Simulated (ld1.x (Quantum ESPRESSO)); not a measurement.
# What one change does to a pseudopotential (nitrogen (N), PAW)

```json
{
  "Element": "nitrogen (N)",
  "Generator": "ld1.x (Quantum ESPRESSO) 7.5",
  "Type": "PAW",
  "Functional": "PBE",
  "Relativity": "non-relativistic",
  "Frozen core": "[He]",
  "Valence charge": "5",
  "Reference configuration": "2s2 2p3",
  "Partial waves": "2s (bound): rcut 0.75, rcutus 0.90 bohr; 2s channel at -0.9 Ry: rcut 0.75, rcutus 0.90 bohr; 2p (bound): rcut 1.15, rcutus 1.35 bohr; 2p channel at 3.15 Ry: rcut 1.15, rcutus 1.35 bohr; 3d channel at 0.35 Ry: rcut 1.10, rcutus 1.30 bohr",
  "Local potential": "all-electron potential smoothed inside 1.15 bohr (lloc = -1)",
  "Core correction": "Bessel-smoothed model core inside 0.45 bohr",
  "Augmentation charge": "PSQ, inside the norm-conserving radii"
}
```

Change: waves 2p (bound): rcut 1.15, rcutus 2.06 bohr; 2p channel at 3.15 Ry: rcut 1.15, rcutus 2.06 bohr.

Cutoffs: the cutoffs (Ry, on a coarse ladder) from which the occupation-weighted sum of valence levels, in a spherical-Bessel basis at the reference potential, stays within 10 and 1 mRy of its value at 400 Ry; they do not see the model core or the augmentation charge, which bear on the density cutoff. Errors are all-electron minus pseudo energies relative to the spin-unpolarised reference configuration.

**Question.** Predict the effect on cutoff, ghosts and configuration errors.

**Answer.** The potential gets softer (40 Ry and 60 Ry → 35 Ry and 50 Ry); of the 7 tests that both files solve, the error grows in 2 and shrinks in 2 by more than 15 % and 0.3 meV (median size 1.6 → 1.9 meV); neither file shows a bound ghost. A larger radius leaves more room for a smooth pseudo-wave, so fewer plane waves are needed.

```tsv
quantity	base	changed
cutoff, loose	40 Ry	35 Ry
cutoff, tight	60 Ry	50 Ry
loose cutoff by channel (10 mRy a level)	s 30 Ry, p 30 Ry	s 30 Ry, p 15 Ry
bound ghosts	none	none
error for 2s2 2p2, meV [ΔE 13.60 eV]	-0.1	+2.3
error for 2s2 2p1, meV [ΔE 42.46 eV]	-1.6	+0.1
error for 2s2 2p0, meV [ΔE 89.54 eV]	-7.9	-6.4
error for 2s1 2p0, meV [ΔE 167.31 eV]	-30	-29
error for 2s0 2p5, meV [ΔE 22.98 eV]	-1.6	-1.9
error for 2s2 2p2.5, meV [ΔE 5.10 eV]	0.0	+0.8
error for 2s1 2p4, meV [ΔE 11.48 eV]	-0.4	-0.5
lowest overlap eigenvalue by channel	s 0.55, p 0.89, d 0.72	s 0.55, p 0.81, d 0.72
```
